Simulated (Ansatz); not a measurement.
Isomers of C2H5ClOSi, relaxed with PBE0-D4/def2-TZVP in Ansatz; electronic energies, one conformer each and not always the lowest. Functionals use def2-TZVPP; CBS adds triple-zeta CCSD(T) − MP2 to the MP2 limit of def2-TZVPP and def2-QZVPP.

Order them by energy at frozen-core CCSD(T)/CBS, lowest first. (Best estimate.)
A. `Cl[SiH]1CCO1`
B. `C=C(Cl)O[SiH3]`
C. `O/C([SiH3])=C\Cl`
D. `O/C(Cl)=C/[SiH3]`
E. `C[Si]1(Cl)CO1`

A (0.0 kJ/mol), E (47.5 kJ/mol), B (194.1 kJ/mol), D (268.2 kJ/mol), C (273.2 kJ/mol).

How do PBE-D4, B3LYP-D4, ωB97M-V, MP2/CBS(def2) place them (kJ/mol, against `Cl[SiH]1CCO1`)? (An estimate is asked.)

Computed: 
```
            isomer  PBE-D4  B3LYP-D4  ωB97M-V  MP2/CBS(def2)
`O/C(Cl)=C/[SiH3]`   245.2     251.0    268.9          277.9
`O/C([SiH3])=C\Cl`   251.9     256.2    277.4          285.9
  `C=C(Cl)O[SiH3]`   184.8     174.7    196.5          203.8
   `C[Si]1(Cl)CO1`    37.4      42.9     47.2           46.2
```

B3LYP here is the variant with VWN-RPA as its local correlation; programs differ in this.
